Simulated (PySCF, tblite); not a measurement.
Isomers of CH5NOSi, one GFN2-xTB conformer each. Single-point energies are computed at PBE0/pcSseg-1 (PySCF, gas phase, no added dispersion term), electronic only.

**Question.** Rank them by PBE0/pcSseg-1 energy, lowest first (kJ/mol).
A. `NC(=O)[SiH3]`
B. `[O:1]=[CH:2][NH:3][SiH3:4]` with O1–C2–N3–Si4 0°
C. `[NH2:1][SiH2:2][CH:3]=[O:4]` with H–N1–Si2–C3 -172° and 47°, N1–Si2–C3–O4 -158°

**Answer.** B (0.0), A (56.2), C (84.6).

As drawn, the lowest has a C(=O)–N unit, which the highest lacks; the highest has an Si–C bond, which the lowest lacks. GFN2-xTB itself gives, in the same order: 0.0, 109.1, 151.8. Both levels put the same isomer lowest; measured from each level's own lowest isomer, the values differ by up to 67.2 kJ/mol (N[SiH2]C=O: 151.8 against 84.6).

**Question.** Which frontier levels, dipoles and rotational constants go with these structures?

**Answer.** 
```tsv
SMILES	HOMO (eV, PBE0/pcSseg-1)	LUMO (eV)	dipole (D)	A, B, C (MHz)
O=CN[SiH3]	-7.80	0.29	3.36	13859, 4426, 3494
NC(=O)[SiH3]	-7.03	-0.13	3.55	10379, 4345, 3176
N[SiH2]C=O	-6.86	-1.44	3.37	16877, 3226, 2839
```

**Question.** What happens when harmonic zero-point energies from GFN2-xTB frequencies are added?

**Answer.** 
```json
{"SMILES": "O=CN[SiH3]", "ZPE (kJ/mol)": "153.9", "electronic (kJ/mol)": "0.0", "with ZPE (kJ/mol)": "0.0"}
{"SMILES": "NC(=O)[SiH3]", "ZPE (kJ/mol)": "151.4", "electronic (kJ/mol)": "56.2", "with ZPE (kJ/mol)": "53.7"}
{"SMILES": "N[SiH2]C=O", "ZPE (kJ/mol)": "154.1", "electronic (kJ/mol)": "84.6", "with ZPE (kJ/mol)": "84.8"}
```

The zero-point energies span 2.7 kJ/mol. The order is unchanged.
